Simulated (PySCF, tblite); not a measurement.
Isomers of C4H13NOSi2, one GFN2-xTB conformer each. Single-point energies are computed at PBE0/pcSseg-1 (PySCF, gas phase, no added dispersion term), electronic only.

```
                  SMILES  GFN2-xTB relative energy (kcal/mol)
  C=NCOC[Si@@H](C)[SiH3]                                 29.8
CCCC(=O)[Si@@H](N)[SiH3]                                  0.0
```

Conformers: `[CH2:1]=[N:2][CH2:3][O:4][CH2:5][Si@@H:6]([CH3:7])[SiH3:8]` with C1–N2–C3–O4 12°, N2–C3–O4–C5 80°, C3–O4–C5–Si6 -179°, O4–C5–Si6–C7 61°; `[CH3:1][CH2:2][CH2:3][C:4](=[O:5])[Si@@H:6]([NH2:7])[SiH3:8]` with C1–C2–C3–C4 179°, C2–C3–C4–O5 -9°, C3–C4–Si6–N7 180°, C4–Si6–N7–H -24° and -172°.

What does PBE0/pcSseg-1 give for the same structures?

```tsv
SMILES	PBE0/pcSseg-1 E (Eh)	PBE0/pcSseg-1 (kcal/mol)	GFN2-xTB (kcal/mol)	point group
CCCC(=O)[Si@@H](N)[SiH3]	-868.58624	0.0	0.0	C1
C=NCOC[Si@@H](C)[SiH3]	-868.52736	36.9	29.8	C1
```

Both levels put the same isomer lowest. As drawn, the lower has a C=O bond and an N–H bond, which the higher lacks; the higher has a C=N bond, which the lower lacks.

Which frontier levels, dipoles and rotational constants go with these structures?

```tsv
SMILES	HOMO (eV, PBE0/pcSseg-1)	LUMO (eV)	dipole (D)	A, B, C (MHz)
CCCC(=O)[Si@@H](N)[SiH3]	-6.76	-1.06	1.60	2011, 706.5, 564.2
C=NCOC[Si@@H](C)[SiH3]	-7.18	-0.30	0.89	2670, 589.8, 560.9
```

What happens when harmonic zero-point energies from GFN2-xTB frequencies are added?

```json
{"SMILES": "CCCC(=O)[Si@@H](N)[SiH3]", "ZPE (kcal/mol)": "99.8", "electronic (kcal/mol)": "0.0", "with ZPE (kcal/mol)": "0.0"}
{"SMILES": "C=NCOC[Si@@H](C)[SiH3]", "ZPE (kcal/mol)": "98.6", "electronic (kcal/mol)": "36.9", "with ZPE (kcal/mol)": "35.8"}
```

The zero-point energies span 1.2 kcal/mol. The order is unchanged.
